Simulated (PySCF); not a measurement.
HGa (SMILES [GaH]), singlet, at a GFN2-xTB geometry (such geometries of metal compounds can be far from the true shape); DF-R2SCAN/STO-3G run with PySCF.

Here is a job for PySCF.
```python
from pyscf import gto, scf, dft

mol = gto.Mole()
mol.atom = '''
    Ga   -0.00000000   -0.00000000   -0.05952365
    H     0.00000000    0.00000000    1.84523317
'''
mol.basis = 'sto-3g'
mol.verbose = 5
mol.build()

mf = dft.RKS(mol)
mf.xc = 'r2scan'
mf = mf.density_fit(auxbasis='def2-universal-jkfit')
mf.kernel()
```

Output, abridged:

```
PySCF version 2.14.0

[INPUT] verbose = 5
[INPUT] max_memory = 4000
[INPUT] num. atoms = 2
[INPUT] num. electrons = 32
[INPUT] charge = 0
[INPUT] spin (= nelec alpha-beta = 2S) = 0
[INPUT] symmetry False subgroup None
[INPUT] Mole.unit = angstrom
[INPUT] Symbol           X                Y                Z      unit          X                Y                Z       unit  Magmom
[...]
[INPUT] ---------------- BASIS SET ----------------
[INPUT] l, kappa, [nprim/nctr], expnt,             c_1 c_2 ...
[INPUT] Ga
[...]
                                375.4910517       0.5353281423
                                101.6225324       0.4446345422
[...]
                                38.98425028       0.3995128261
                                12.67888813       0.7001154689
[...]
                                3.847993927       0.2175436044
                                1.484675684       0.9166769611
[...]
                                0.2947057141      0.0196064117
                                0.1301451506      1.131034442
[...]
                                38.98425028       0.6076837186
                                12.67888813       0.3919573931
[...]
                                3.847993927       0.5777664691
                                1.484675684       0.4846460366
[...]
                                0.2947057141      0.5715227604
                                0.1301451506      0.5498949471
[...]
                                3.847993927       0.6555473627
                                1.484675684       0.286573259
[INPUT] H
[...]
                                0.62391373        0.53532814
                                0.1688554         0.44463454

nuclear repulsion = 8.61238209847701
number of shells = 9
number of NR pGTOs = 57
number of NR cGTOs = 19
basis = sto-3g
ecp = {}

******** <class 'pyscf.df.df_jk.DFRKS'> ********
method = DFRKS
initial guess = minao
damping factor = 0
level_shift factor = 0
DIIS = <class 'pyscf.scf.diis.CDIIS'>
diis_start_cycle = 1
diis_space = 8
diis_damp = 0
SCF conv_tol = 1e-09
SCF conv_tol_grad = None
SCF max_cycles = 50
direct_scf = False
XC library pyscf.dft.libxc version 7.1.2
    S. Lehtola, C. Steigemann, M. J. T. Oliveira, and M. A. L. Marques,  SoftwareX 7, 1–5 (2018)
XC functionals = r2scan
    J. W. Furness, A. D. Kaplan, J. Ning, J. P. Perdew, and J. Sun,  J. Phys. Chem. Lett. 11, 8208–8215 (2020)
[...]
nelec by numeric integration = 32.000000381590326
E1 = -2533.6885973241624  E2 = 633.5240653974205  Ecoul = 702.517813634092  Exc = -68.9937482366715
cycle= 46 E= -1891.55214982826  delta_E= -0.278  |g|= 2.65  |ddm|= 0.242
[...]
  mo_energy =
[-3.67859828e+02 -4.42065448e+01 -3.99787104e+01 -3.99774722e+01
 -3.99705437e+01 -4.85121168e+00 -3.16072754e+00 -3.15927153e+00
 -3.13820507e+00 -2.91253752e-01 -1.14900560e-01 -1.22755422e-02
 -1.12003018e-02  1.51022307e-01  1.51089808e-01  1.59561671e-01
  1.64992128e-01  1.66426312e-01  2.22497355e-01]
nelec by numeric integration = 32.000000185061886
E1 = -2574.2993274698065  E2 = 668.5311509865755  Ecoul = 739.13273548906  Exc = -70.6015845024845
cycle= 47 E= -1897.15579438475  delta_E= -5.6  |g|= 2.86  |ddm|= 3.13
[...]
  mo_energy =
[-3.68483908e+02 -4.48194108e+01 -4.05930975e+01 -4.05913076e+01
 -4.05909278e+01 -5.26954140e+00 -3.57168995e+00 -3.56892760e+00
 -3.56175303e+00 -3.44882610e-01 -2.74791752e-01 -2.74460003e-01
 -2.71374783e-01 -2.68686964e-01 -2.66095495e-01 -1.67454665e-01
 -7.91727392e-02 -7.85926129e-02  1.48551445e-01]
nelec by numeric integration = 31.99999993957555
E1 = -2695.720657406089  E2 = 784.5505849520695  Ecoul = 861.1342512178662  Exc = -76.58366626579675
cycle= 48 E= -1902.55769035554  delta_E= -5.4  |g|= 0.335  |ddm|= 4.56
[...]
  mo_energy =
[-3.68257252e+02 -4.45973513e+01 -4.03698969e+01 -4.03684319e+01
 -4.03669415e+01 -5.12245107e+00 -3.42669215e+00 -3.42443912e+00
 -3.41390179e+00 -3.24182459e-01 -1.53790348e-01 -1.23752182e-01
 -1.23716466e-01 -1.16356181e-01 -1.14171145e-01 -1.10086971e-01
 -6.08140814e-02 -6.06753486e-02  1.79100111e-01]
nelec by numeric integration = 31.99999993633806
E1 = -2695.3954667441726  E2 = 784.2189910959131  Ecoul = 860.7742372243132  Exc = -76.55524612840006
cycle= 49 E= -1902.56409354978  delta_E= -0.0064  |g|= 0.31  |ddm|= 0.151
[...]
  mo_energy =
[-3.67790390e+02 -4.41375415e+01 -3.99066371e+01 -3.99061905e+01
 -3.99055110e+01 -4.81106545e+00 -3.11713112e+00 -3.11650786e+00
 -3.10636414e+00 -2.87431031e-01 -1.18505846e-01 -1.44407442e-02
 -1.40136929e-02  1.80541114e-01  1.98302100e-01  1.98358699e-01
  2.05677599e-01  2.06000387e-01  2.33355492e-01]
nelec by numeric integration = 32.00000027604385
E1 = -2556.7771933978092  E2 = 653.1843362456855  Ecoul = 723.0476311757794  Exc = -69.86329493009394
cycle= 50 E= -1894.98047505365  delta_E= 7.58  |g|= 3.99  |ddm|= 5.06
SCF not converged.
SCF energy = -1894.98047505365
```

The run did not converge; its last values are not results.
